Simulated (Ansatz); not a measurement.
CHBClF$_{3}$O, SMILES `FC(F)(F)OBCl`. Charge 0, multiplicity 1. Geometry: relaxed with PBE0-D4/def2-TZVP. It is one conformer, not always the lowest.

```xyz
8

F    -1.741   -0.310    0.129
C    -0.623   -0.752   -0.441
F    -0.920   -1.233   -1.633
F    -0.143   -1.741    0.309
O     0.286    0.244   -0.593
B     0.776    0.928    0.482
Cl    1.933    2.177    0.155
H     0.433    0.687    1.593
```

Problem. What is the dipole moment at r2SCAN/def2-TZVPP? (Best estimate.)

Solution. Ansatz gave: 0.63 D, with components (0.12, 0.21, 0.58) D in this frame, pointing from negative to positive charge.

Problem. And with PBE, B3LYP, ωB97M-V? (Best estimate.)

Solution. Ansatz gave: PBE 0.57 D, B3LYP 0.70 D, ωB97M-V 0.68 D.

Problem. Give the Mulliken charges with r2SCAN, ωB97M-V, B3LYP in def2-TZVPP. (Estimate.)

Solution. The calculation gave: 
```json
{"atom": "F1", "r2SCAN": "-0.16", "ωB97M-V": "-0.16", "B3LYP": "-0.17"}
{"atom": "C2", "r2SCAN": "0.61", "ωB97M-V": "0.58", "B3LYP": "0.61"}
{"atom": "F3", "r2SCAN": "-0.15", "ωB97M-V": "-0.15", "B3LYP": "-0.15"}
{"atom": "F4", "r2SCAN": "-0.16", "ωB97M-V": "-0.16", "B3LYP": "-0.17"}
{"atom": "O5", "r2SCAN": "-0.26", "ωB97M-V": "-0.24", "B3LYP": "-0.24"}
{"atom": "B6", "r2SCAN": "0.22", "ωB97M-V": "0.11", "B3LYP": "0.17"}
{"atom": "Cl7", "r2SCAN": "-0.10", "ωB97M-V": "-0.08", "B3LYP": "-0.11"}
{"atom": "H8", "r2SCAN": "0.03", "ωB97M-V": "0.09", "B3LYP": "0.05"}
```

B3LYP here is the variant with VWN-RPA as its local correlation; programs differ in this.
